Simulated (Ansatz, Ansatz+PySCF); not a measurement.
```json
{"atom": "Si", "x (Å)": "0.0000", "y (Å)": "0.0000", "z (Å)": "0.0000"}
{"atom": "H", "x (Å)": "1.2000", "y (Å)": "0.0000", "z (Å)": "-0.8000"}
{"atom": "H", "x (Å)": "-1.2000", "y (Å)": "0.0000", "z (Å)": "-0.8000"}
{"atom": "H", "x (Å)": "0.0000", "y (Å)": "0.4000", "z (Å)": "2.8600"}
```

Basis set: def2-SVP (spherical functions). Charge 0, multiplicity 2.

Computed with Ansatz (development build ahead of 0.2.0); each method stands on the lowest determinant of its kind that the runs found.

(1) Give the atomization energy at this shape (free ground-state atoms in the same class of orbitals less the molecule, no zero-point energy) of doublet SiH3 by PBE0 (unrestricted), UHF.

Results:

(1)

```csv
method,atomization energy
PBE0 (unrestricted),6.09 eV
UHF,4.61 eV
```

Caution: the shape is not the minimum; the unrestricted determinant is spin contaminated. Caution for PBE0 (unrestricted): charge can spread falsely over distant fragments.
